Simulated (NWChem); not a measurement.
# C₂H₇NSi; SMILES C/C=N\[SiH3]

Results from NWChem. Medium grid unless said otherwise, to which SCAN and Minnesota functionals are sensitive. Geometry: optimised at B3LYP/6-31G* (spherical d).

For level r2SCAN/def2-TZVP:

```
Property                     Value
---------------------------  -----
highest occupied level (eV)  -5.82
orbital gap (eV)              4.26
```

Problem. Estimate the same quantities for level TPSSh/def2-TZVP.

Solution. The highest occupied level (eV) is -6.19. The orbital gap (eV) comes out as 5.01.
